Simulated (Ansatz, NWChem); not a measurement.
## Strength of the Ag–H bond: AgH → Ag + H

Species: AgH, singlet; Ag atom, doublet; H atom, doublet. 

Shapes, held fixed at every level: measured bond length. Programs: Ansatz 0.2.0, NWChem 7.3.0. The zero-point and thermal change to 298 K, harmonic and unscaled (wB97M-V/def2-TZVPD), is -6.9 kJ/mol.

| level | kind | ΔH(298 K) (kJ/mol) | less BCCD(T)/def2-TZVPP |
| --- | --- | --- | --- |
| HF/def2-SVP | Hartree–Fock | +100.7 | -123.3 |
| PBE/def2-TZVPP | GGA | +229.3 | +5.3 |
| BLYP/def2-TZVPP | GGA | +231.8 | +7.8 |
| revPBE/def2-TZVPP | GGA | +220.1 | -3.9 |
| BHLYP/def2-TZVPP | global hybrid | +204.0 | -20.0 |
| wB97M-V/def2-TZVPP | range-separated hybrid | +233.9 | +9.9 |
| CCSD(T)/def2-TZVPP | coupled cluster or CI | +223.5 | -0.5 |
| BCCD(T)/def2-TZVPP | coupled cluster or CI | +224.0 | 0.0 |

The highest level, BCCD(T)/def2-TZVPP, gives ΔH(298 K) = +224.0 kJ/mol; the levels span +100.7 to +233.9. The column of differences is taken from that level and isn't an error. Hartree–Fock misses the correlation of the pair that is broken and comes out low. No measured value is set beside it here. Open shells run unrestricted unless RO is named. For atoms past krypton def2 sets carry core potentials with scalar relativity. Correlated rows may include outer-core shells of Ag, which these sets cover unevenly.
